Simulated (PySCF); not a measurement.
A geometry optimisation on `C1(OC)[SiH2]C(=CC=1)[N+](C)(C)C`.

Method: PBE0-D3(BJ)/def2-SVP geometry optimisation, gas phase (PySCF 2.14.0). Start geometry: GFN2-xTB. A driver script takes a list of jobs; this job's settings line and coordinates (Å) are shown.

Input:
```
{"job": {"xc": "PBE0", "basis": "def2-SVP", "d3": "d3bj", "grid": 2, "kind": "geom"}, "charge": 1, "multiplicity": 1}
C      4.449519    -0.251302     0.901785
O      3.307466     0.468408     1.338309
C      2.145959     0.242634     0.740034
C      1.858369    -0.609367    -0.274503
C      0.487765    -0.613169    -0.694337
C     -0.367019     0.213082    -0.051799
N     -1.794581     0.282517    -0.409112
C     -1.939778     0.706158    -1.816625
C     -2.425590    -1.038972    -0.216349
C     -2.482908     1.260597     0.448483
Si     0.583616     1.180217     1.290761
H      5.274891     0.086662     1.524093
H      4.664847    -0.037123    -0.147797
H      4.302727    -1.326025     1.032471
H      2.566510    -1.255485    -0.764852
H      0.211402    -1.277097    -1.501596
H     -1.437908     1.661083    -1.960860
H     -2.992620     0.810978    -2.074316
H     -1.487063    -0.026510    -2.480148
H     -1.973900    -1.773475    -0.878533
H     -3.492503    -0.984131    -0.427374
H     -2.279380    -1.363384     0.812154
H     -3.538664     1.309963     0.184027
H     -2.039502     2.245036     0.319946
H     -2.392459     0.968949     1.492041
H      0.632578     2.607103     0.994635
H      0.138329     0.819598     2.631625
```

Output:
```
step   0  E = -732.62149343  max force = 0.020580
step   1  E = -732.62562572  max force = 0.004050
step   2  E = -732.62568369  max force = 0.001039
step   3  E = -732.62569449  max force = 0.000872
step   4  E = -732.62569504  max force = 0.000546
step   5  E = -732.62569748  max force = 0.000181
optimisation converged
```

Energies in Eh; «max force» is the largest Cartesian gradient component in Eh/bohr.

**Question.** Give the first gradient maximum in eV/Å.

**Answer.** With 1 Eh/bohr = 51.422 eV/Å, 1.058 eV/Å.

**Question.** How much energy does the optimisation release, in kcal/mol?

**Answer.** E(step 0) − E(last step) = 0.004204 Eh, which is 2.6 kcal/mol.

In short: final energy -732.62570 Eh after 5 steps.

**Question.** Where do the atoms end?

**Answer.** 0.031 Å rms from the input after alignment:
```
atom  x, y, z in Å
C1     4.4890   -1.3022    0.2651
O2     3.3474   -0.5832    0.7025
C3     2.1963   -0.8126    0.1082
C4     1.9088   -1.6727   -0.9129
C5     0.5157   -1.6731   -1.3312
C6    -0.3576   -0.8496   -0.6980
N7    -1.7914   -0.7887   -1.0617
C8    -1.9538   -0.3569   -2.4848
C9    -2.4400   -2.1224   -0.8653
C10   -2.4811    0.2031   -0.1874
Si11   0.6080    0.0930    0.6169
H12    5.3271   -0.9647    0.8844
H13    4.6990   -1.0862   -0.7948
H14    4.3388   -2.3853    0.4004
H15    2.6285   -2.3264   -1.4078
H16    0.2288   -2.3459   -2.1487
H17   -1.4594    0.6131   -2.6119
H18   -3.0238   -0.2773   -2.7174
H19   -1.4832   -1.0974   -3.1401
H20   -1.9665   -2.8528   -1.5298
H21   -3.5094   -2.0411   -1.1000
H22   -2.2973   -2.4277    0.1776
H23   -3.5428    0.2459   -0.4591
H24   -2.0197    1.1871   -0.3346
H25   -2.3772   -0.1127    0.8577
H26    0.6528    1.5618    0.3790
H27    0.1650   -0.2083    2.0057
```

**Question.** Estimate the wall time. Hardware: an Arm Neoverse V1 with one thread, on a shared host. And the peak memory of the process?

**Answer.** About 3.8 min, with 1.1 GiB resident at the peak, the Python interpreter and its libraries included.
Labels such as C1 count atoms from 1, the log's own numbers from 0.
